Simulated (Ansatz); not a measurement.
`[CH3][Ga]([NH2])[Cl]` + HCl → `[NH2][Ga]([Cl])[Cl]` + CH₄ at 500 K and 1 bar (ligand exchange at a Ga–C bond).

Gas-phase electronic energies from Ansatz, PBE0-D4/def2-TZVP geometries. CCSD(T)/CBS adds triple-zeta CCSD(T) − MP2 to the extrapolated MP2 energy (def2 sets, frozen cores). This one scheme is used for every species. For Ga outer-core shells are correlated without core-valence functions, which leaves a few kJ/mol of doubt a bond. Scalar relativity is left out up to krypton. One conformer a species, not always the lowest.

```csv
species,CCSD(T)/CBS energy (Eh),H − E (kJ/mol),S (J/(mol·K))
`[CH3][Ga]([NH2])[Cl]`,-2479.57899,209.8,420.4
HCl,-460.38127,32.5,201.9
`[NH2][Ga]([Cl])[Cl]`,-2899.54184,112.3,399.1
CH₄,-40.46206,135.6,206.8
```

H − E and S are ideal-gas, rigid-rotor, harmonic terms from PBE0-D4/def2-TZVP, for one conformer and one mirror image of each species. 1 Eh = 2625.50 kJ/mol, R = 8.31446 J/(mol·K).

Task: By hand: ΔE, ΔH, ΔS and ΔG.

Result: ΔE = (-2899.54184) + (-40.46206) − (-2479.57899) − (-460.38127) = -0.04364 Eh = -114.6 kJ/mol. Δ(H − E) = 112.3 + 135.6 − 209.8 − 32.5 = 5.6, so ΔH = -109.0 kJ/mol. ΔS = 399.1 + 206.8 − 420.4 − 201.9 = -16.4 J/(mol·K). ΔG = -109.0 − 500 × (-16.4)/1000 = -100.8 kJ/mol.

Task: By hand: the equilibrium constant, and the temperature at which ΔG would vanish if ΔH and ΔS stayed fixed.

Result: log₁₀ K = −ΔG/(RT ln 10) = 10.5. ΔG = 0 at ΔH/ΔS = 6646 K, far beyond where these terms or the molecules hold.

ΔH outweighs TΔS. A doubt of 5 kJ/mol in ΔE shifts log₁₀ K by 0.5 here. Other conformers and mirror images would add mixing entropy, several J/(mol·K) or more a flexible species. Modes under 60 cm⁻¹, often nearly free rotors, make the harmonic entropy too high. These are equilibria of isolated gas molecules and say nothing of rates. Largest T1 diagnostic: 0.012 (customary marks: 0.02 for closed shells, 0.045 for open ones).
